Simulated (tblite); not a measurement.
Compound: C7H6Cl (charge -1).
InChI=1S/C7H6Cl/c1-6-2-4-7(8)5-3-6/h2-5H,1H2/q-1

Computed values, GFN2-xTB/tblite, gas phase, harmonic and unscaled. Against measured fundamentals such values can be off by several per cent, at times by over 20.

Harmonic wavenumbers (cm⁻¹): 101.0, 231.9, 234.1, 342.4, 371.6, 373.5, 405.2, 555.1, 598.3, 598.5, 600.1, 623.9, 738.1, 805.4, 831.5, 876.7, 886.8, 955.0, 957.9, 1094.0, 1138.4, 1201.3, 1275.3, 1341.9, 1369.6, 1451.3, 1482.6, 1493.1, 1562.2, 1651.1, 2997.4, 3002.2, 3014.5, 3022.9, 3047.6, 3050.5.

A = 5579, B = 1007, C = 852.8 MHz; mass 125.016 u (most abundant isotopes); point group C2v, symmetry number 2.

Q: Zero-point energy?

A: ½Σν̃ = 22141 cm⁻¹ = 264.87 kJ/mol.

Q: Entropy at 298.15 K, 1 bar (ideal gas, RRHO, classical rotation)?

A: Translation 169.07, rotation 113.89, vibration 63.55: S = 346.5 J/(mol K).

Q: And Cp and H(298.15 K) − H(0)?

A: Cp = 126.35 J/(mol K), of which vibrations give 93.09 (their classical limit is 36 R = 299.3); H(298.15 K) − H(0) = 21.68 kJ/mol without the zero-point energy, 11.77 from vibrations.

Q: Which modes carry the vibrational entropy at 298.15 K?

A: 101.0 cm⁻¹: 14.37; 231.9 cm⁻¹: 7.80; 234.1 cm⁻¹: 7.73; 342.4 cm⁻¹: 5.02; 371.6 cm⁻¹: 4.49; 373.5 cm⁻¹: 4.46 J/(mol K); the other 30 give 19.67 together.

Q: How do the functions run with temperature in this model?

A: 
```tsv
T (K)	S (J/(mol K))	Cp (J/(mol K))	H − H(0) (kJ/mol)	G − H(0) (kJ/mol)	ln q(vib)
100	256.3	52.5	3.99	-21.64	0.36
200	303.8	89.6	11.06	-49.70	1.45
300	347.3	127.0	21.92	-82.27	2.93
500	427.0	186.1	53.63	-159.87	6.36
800	527.1	238.5	118.13	-303.54	11.65
1000	582.8	260.1	168.12	-414.66	15.00
```

q(vib) and H(0) count from the zero-point level.

Q: What must be added to the electronic energy to get the Gibbs energy at 298.15 K and 1 bar?

A: ZPE + [H(298.15 K) − H(0)] − T·S = 264.87 + 21.68 − 103.31 = 183.24 kJ/mol.

Hindered rotation and anharmonicity are outside this model.
